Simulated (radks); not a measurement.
Results of a calculation; reference values are marked as such.
Q: These are the eigenvalues of the occupied orbitals of an atom or ion with whole-number occupations (eV). Code: a radial shooting solver on a logarithmic mesh with Libxc functionals. Model: non-relativistic Kohn-Sham, BLYP, spin-polarised, spherical densities, point nucleus.

orbital  eigenvalue
1s up     -384.4635
1s down   -383.0426
2s up      -19.5318
2s down    -15.4631
2p up       -8.0821

Which element is it, and in what charge state? The configuration may be excited. Open shells, if any, are filled with parallel spins first.

A: Z = 7, nitrogen, charge 0: N in [He] 2s2 2p3. The list shows which subshells hold electrons but not how many an open one holds; the 1s level, -14.129 hartree, gives Z - s = 5.3 by -(Z - s)^2/2, which with screening narrows Z to a few neighbours, and the depths of the outer levels then fix element, charge and occupations together.
